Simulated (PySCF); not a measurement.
cyclopropanecarbaldehyde (C4H6O), SMILES O=CC1CC1.

Coordinates come from a B3LYP-D3(BJ)/def2-SVP optimisation. One conformer was computed; it need not be the lowest.

Calculation: ωB97X/def2-TZVP (PySCF).

Symmetry labels are those of the subgroup Cs that the program uses (full group Cs).

Task: List the valence orbital energies around the gap with their symmetry. (The exact figures need the calculation; the answer reports its results.)

Result: 
```
orbital  symmetry  energy (eV)
-------  --------  -----------
HOMO−7         A'       -15.98
HOMO−6         A'       -15.18
HOMO−5         A"       -14.07
HOMO−4         A'       -13.78
HOMO−3         A"       -12.96
HOMO−2         A'       -11.66
HOMO−1         A"       -10.96
HOMO           A'        -9.90
LUMO           A"         1.51
LUMO+1         A'         3.43
LUMO+2         A'         3.97
LUMO+3         A"         4.42
```
